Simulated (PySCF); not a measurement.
V (vanadium, neutral): UHF calculation

Configuration: [Ar] 3d3 4s2, high-spin 4F determinant. Calculation: PySCF 2.14, in aug-cc-pVDZ-DK (7s6p4d2f, 59 functions); scalar relativity by spin-free X2C-1e.

- Total energy: -948.140186 hartree
- One-electron energy: -1301.1953 hartree
- Hartree (Coulomb) energy: 397.6509 hartree
- Exchange energy: -44.5958 hartree
- ⟨S²⟩: 3.7629
- ⟨L²⟩: 12.031
- Sum of ⟨r⟩: 21.63 bohr
- Sum of ⟨r²⟩: 47.24 bohr²
- Langevin diamagnetic susceptibility: -37.4 ×10⁻⁶ cm³/mol
- Time after the integrals: 0.41 s of wall time on 1 thread of AMD EPYC 7B13 (shared host)

```json
{"shell": "1s α", "electrons": "1", "mean orbital energy (hartree)": "-202.87407", "rms radius, mean of both spins (bohr)": "0.0768"}
{"shell": "1s β", "electrons": "1", "mean orbital energy (hartree)": "-202.87289", "rms radius, mean of both spins (bohr)": "0.0768"}
{"shell": "2s α", "electrons": "1", "mean orbital energy (hartree)": "-24.19244", "rms radius, mean of both spins (bohr)": "0.332"}
{"shell": "2s β", "electrons": "1", "mean orbital energy (hartree)": "-24.13261", "rms radius, mean of both spins (bohr)": "0.332"}
{"shell": "2p α", "electrons": "3", "mean orbital energy (hartree)": "-20.09811", "rms radius, mean of both spins (bohr)": "0.303"}
{"shell": "2p β", "electrons": "3", "mean orbital energy (hartree)": "-20.03785", "rms radius, mean of both spins (bohr)": "0.303"}
{"shell": "3s α", "electrons": "1", "mean orbital energy (hartree)": "-3.33219", "rms radius, mean of both spins (bohr)": "1.02"}
{"shell": "3s β", "electrons": "1", "mean orbital energy (hartree)": "-3.12237", "rms radius, mean of both spins (bohr)": "1.02"}
{"shell": "3p α", "electrons": "3", "mean orbital energy (hartree)": "-2.15534", "rms radius, mean of both spins (bohr)": "1.11"}
{"shell": "3p β", "electrons": "3", "mean orbital energy (hartree)": "-1.89860", "rms radius, mean of both spins (bohr)": "1.11"}
{"shell": "3d α", "electrons": "3", "mean orbital energy (hartree)": "-0.50725", "rms radius, mean of both spins (bohr)": "1.51"}
{"shell": "4s α", "electrons": "1", "mean orbital energy (hartree)": "-0.24976", "rms radius, mean of both spins (bohr)": "3.88"}
{"shell": "4s β", "electrons": "1", "mean orbital energy (hartree)": "-0.21729", "rms radius, mean of both spins (bohr)": "3.88"}
```

Densities and radii are taken from the X2C orbitals without a picture-change correction, which distorts them close to the nucleus.
